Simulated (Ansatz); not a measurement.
`[OH][GeH]([OH])[Cl]` + `[SiH3][O][Mg][N]([SiH3])[SiH3]` → `[OH][Ge]([OH])([SiH3])[Cl]` + `[OH][Mg][N]([SiH3])[SiH3]`  (redistribution)

Gas-phase electronic energies from Ansatz, PBE0-D4/def2-TZVP geometries. CBS: MP2 limit from def2 TZ/QZ plus the TZ coupled-cluster correction, frozen cores. DFT in def2-TZVPP. For Ge, Mg outer-core shells are correlated without core-valence functions, which leaves a few kJ/mol of doubt a bond. Scalar relativity is left out up to krypton. One conformer a species, not always the lowest.

CCSD(T)/CBS gives +103.4 kJ/mol.

(1) Another level gave +80.5 kJ/mol. Which?
A. LC-ωPBE/def2-TZVPP
B. PBE-D4/def2-TZVPP
C. LDA (SPW92)/def2-TZVPP
D. CAM-B3LYP/def2-TZVPP

Largest T1 diagnostic among the species: 0.012.

Results:

(1) C. LDA (SPW92) 80.5, CAM-B3LYP 105.4, LC-ωPBE 96.3, PBE-D4 76.2 kJ/mol.

From PBE to PBE0 (25 % exact exchange), in def2-TZVPP and without D4, ΔE moves by +9.8 kJ/mol. In def2-TZVPP, CCSD(T) changes the Hartree–Fock value by −26.0 kJ/mol (the triples alone add −3.3 kJ/mol) and MP2 by −23.1 kJ/mol. Leaving LDA and LC-ωPBE aside and taking each functional with its dispersion term where it has one, the values, not all of them listed here, spread over 30.0 kJ/mol, from PBE-D4 to B97M-V.
